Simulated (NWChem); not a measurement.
Program: NWChem. System: H₂S₂, charge 0, spin multiplicity 1, displaced from the optimised geometry. Level: CCSD(T)/cc-pVDZ, 10 core orbitals frozen, spin-restricted.

Input file:

```
start mol
memory heap 100 mb stack 700 mb global 1900 mb
geometry units angstroms nocenter noautoz noautosym
  S      0.915485     0.485508     0.055298
  S     -0.915485    -0.485508     0.055298
  H      1.598732    -0.343383    -0.978774
  H     -1.536619     0.268029    -0.884767
end
basis spherical
  * library cc-pvdz
end
scf
  rhf
  nopen 0
  maxiter 100
  thresh 1e-7
  semidirect memsize 60000000 filesize 0
end
ccsd
  freeze core 10
  maxiter 60
end
task ccsd(t) energy
```

NWChem printed:

```
             Northwest Computational Chemistry Package (NWChem) 7.3.0
             --------------------------------------------------------

                                NWChem Input Module
                                -------------------

 Scaling coordinates for geometry "geometry" by  1.889725989
 (inverse scale =  0.529177249)

                             Geometry "geometry" -> ""
                             -------------------------

 Output coordinates in angstroms (scale by  1.889725989 to convert to a.u.)

  No.       Tag          Charge          X              Y              Z
 ---- ---------------- ---------- -------------- -------------- --------------
    1 S                   16.0000     0.91548500     0.48550800     0.05529800
    2 S                   16.0000    -0.91548500    -0.48550800     0.05529800
    3 H                    1.0000     1.59873200    -0.34338300    -0.97877400
    4 H                    1.0000    -1.53661900     0.26802900    -0.88476700

 Effective nuclear repulsion energy (a.u.)      83.7783847484

            Nuclear Dipole moment (a.u.)
            ----------------------------
        X                 Y               Z
 ---------------- ---------------- ----------------
     0.1173765503    -0.1423984121    -0.1776436916


 Summary of "ao basis" -> "" (spherical)
 ------------------------------------------------------------------------------
       Tag                 Description            Shells   Functions and Types
 ---------------- ------------------------------  ------  ---------------------
 *                          cc-pvdz                   on all atoms

 Summary of "ao basis" -> "ao basis" (spherical)
 ------------------------------------------------------------------------------
       Tag                 Description            Shells   Functions and Types
 ---------------- ------------------------------  ------  ---------------------
 S                          cc-pvdz                  8       18   4s3p1d
 H                          cc-pvdz                  3        5   2s1p

                                 NWChem SCF Module
                                 -----------------

  ao basis        = "ao basis"
  functions       =    46
  atoms           =     4
  closed shells   =    17
  open shells     =     0
  charge          =   0.00
  wavefunction    = RHF
  use symmetry    = F
  symmetry adapt  = F

 Summary of "ao basis" -> "ao basis" (spherical)
 ------------------------------------------------------------------------------
       Tag                 Description            Shells   Functions and Types
 ---------------- ------------------------------  ------  ---------------------
 S                          cc-pvdz                  8       18   4s3p1d
 H                          cc-pvdz                  3        5   2s1p

 Forming initial guess at       0.0s

      Superposition of Atomic Density Guess
      -------------------------------------

 Sum of atomic energies:        -795.95370168

      Non-variational initial energy
      ------------------------------

 Total energy =    -796.249205
 1-e energy   =   -1266.841560
 2-e energy   =     386.813970
 HOMO         =      -0.280601
 LUMO         =       0.002014

 Starting SCF solution at       0.7s

 ----------------------------------------------
         Quadratically convergent ROHF

 Convergence threshold     :          1.000E-07
 Maximum no. of iterations :          100
 Final Fock-matrix accuracy:          1.000E-09
[...]
  13     -0.3048074119  6.412D-09  1.968D-07     1.33     0.00     1.32
                  *************converged*************
-------------------------------------------------------------------------

 -----------
 CCSD Energy
 -----------
 Reference energy:            -796.214279564526919
 CCSD corr. energy:             -0.304807411887559
 Total CCSD energy:           -796.519086976414428

 --------------------------------
 Spin Component Scaled (SCS) CCSD
 --------------------------------
 Same spin contribution:                 -0.060941869309738
 Same spin scaling factor:                1.130000000000000
 Opposite spin contribution:             -0.243865542577821
 Opposite spin scaling fact.:             1.270000000000000
 SCS-CCSD correlation energy:            -0.378573551393837
 Total SCS-CCSD energy:                -796.592853115920775
 memory            104852396

*********triples calculation*********

nkpass=    1; nvpass=    1; memdrv=          38715; memtrn=         700809; memavail=      104852180
 memory available/node                      104852180
 total number of virtual orbitals        29
 number of virtuals per integral pass    29
 number of integral evaluations           1
 number of occupied per triples pass      7
 number of triples passes                 1

 commencing integral evaluation        1 at          18.54
  symmetry use  F
task         2 out of       253 done   0%  at       0.0 secs
task        13 out of       253 done   5%  at       0.1 secs
task        26 out of       253 done  10%  at       0.2 secs
task        38 out of       253 done  15%  at       0.4 secs
task        51 out of       253 done  20%  at       0.5 secs
task        64 out of       253 done  25%  at       0.5 secs
task        76 out of       253 done  30%  at       0.5 secs
task        89 out of       253 done  35%  at       0.6 secs
task       102 out of       253 done  40%  at       0.6 secs
task       114 out of       253 done  45%  at       0.7 secs
task       127 out of       253 done  50%  at       0.8 secs
task       140 out of       253 done  55%  at       0.9 secs
task       152 out of       253 done  60%  at       1.0 secs
task       165 out of       253 done  65%  at       1.2 secs
task       178 out of       253 done  70%  at       1.3 secs
task       190 out of       253 done  75%  at       1.4 secs
task       203 out of       253 done  80%  at       1.6 secs
task       216 out of       253 done  85%  at       1.7 secs
task       228 out of       253 done  90%  at       1.7 secs
task       241 out of       253 done  95%  at       1.7 secs
task       253 out of       253 done 100%  at       1.8 secs
 commencing triples evaluation - blocking       1
 ccsd(t): done        1 out of       29 progress:    3.4%
 ccsd(t): done        2 out of       29 progress:    6.9%
 ccsd(t): done        3 out of       29 progress:   10.3%
 ccsd(t): done        4 out of       29 progress:   13.8%
 ccsd(t): done        5 out of       29 progress:   17.2%
 ccsd(t): done        6 out of       29 progress:   20.7%
 ccsd(t): done        7 out of       29 progress:   24.1%
 ccsd(t): done        8 out of       29 progress:   27.6%
 ccsd(t): done        9 out of       29 progress:   31.0%
 ccsd(t): done       10 out of       29 progress:   34.5%
 ccsd(t): done       11 out of       29 progress:   37.9%
 ccsd(t): done       12 out of       29 progress:   41.4%
 ccsd(t): done       13 out of       29 progress:   44.8%
 ccsd(t): done       14 out of       29 progress:   48.3%
 ccsd(t): done       15 out of       29 progress:   51.7%
 ccsd(t): done       16 out of       29 progress:   55.2%
 ccsd(t): done       17 out of       29 progress:   58.6%
 ccsd(t): done       18 out of       29 progress:   62.1%
 ccsd(t): done       19 out of       29 progress:   65.5%
 ccsd(t): done       20 out of       29 progress:   69.0%
 ccsd(t): done       21 out of       29 progress:   72.4%
 ccsd(t): done       22 out of       29 progress:   75.9%
 ccsd(t): done       23 out of       29 progress:   79.3%
 ccsd(t): done       24 out of       29 progress:   82.8%
 ccsd(t): done       25 out of       29 progress:   86.2%
 ccsd(t): done       26 out of       29 progress:   89.7%
 ccsd(t): done       27 out of       29 progress:   93.1%
 ccsd(t): done       28 out of       29 progress:   96.6%
 ccsd(t): done       29 out of       29 progress:  100.0%
 Time for integral evaluation pass     1        1.76
 Time for triples evaluation pass      1        0.12

 pseudo-e(mp4)  -0.85265773150996E-02
 pseudo-e(mp5)   0.16248722352528E-03
        e(t)    -0.83640900915744E-02

 --------------
 CCSD(T) Energy
 --------------
 Reference energy:                    -796.214279564526919

 CCSD corr. energy:                     -0.304807411887559
 T(CCSD) corr. energy:                  -0.008526577315100
 Total CCSD+T(CCSD) energy:           -796.527613553729566

 CCSD corr. energy:                     -0.304807411887559
 (T) corr. energy:                      -0.008364090091574
 Total CCSD(T) energy:                -796.527451066506046

 routine      calls  cpu(0)   cpu-min  cpu-ave  cpu-max   i/o
 aoccsd          1     0.00     0.00     0.00     0.00    0.00
 iterdrv         1     0.00     0.00     0.00     0.00    0.00
 pampt          13     0.01     0.01     0.01     0.01    0.00
 t2pm           13     0.02     0.02     0.02     0.02    0.00
 sxy            13     0.08     0.08     0.08     0.08    0.00
 ints       832117    16.16    16.16    16.16    16.16    0.00
 t2eri        3289     0.45     0.45     0.45     0.45    0.00
 idx2         3289     0.11     0.11     0.11     0.11    0.00
 idx34          13     0.01     0.01     0.01     0.01    0.00
 ht2pm          13     0.03     0.03     0.03     0.03    0.00
 itm            13     0.08     0.08     0.08     0.08    0.00
 pdiis          13     0.00     0.00     0.00     0.00    0.00
 triples         1     0.00     0.00     0.00     0.00    0.00
 rdtrpo          1     0.00     0.00     0.00     0.00    0.00
 trpmos          1     1.76     1.76     1.76     1.76    0.00
 trpdrv          1     0.02     0.02     0.02     0.02    0.00
 dovvv       11368     0.04     0.04     0.04     0.04    0.00
 doooo       11368     0.02     0.02     0.02     0.02    0.00
 tengy        9947     0.04     0.04     0.04     0.04    0.00
 Total                18.85    18.85    18.85    18.85    0.00

 Task  times  cpu:       21.2s     wall:       21.2s

 Total times  cpu:       21.2s     wall:       21.2s
```
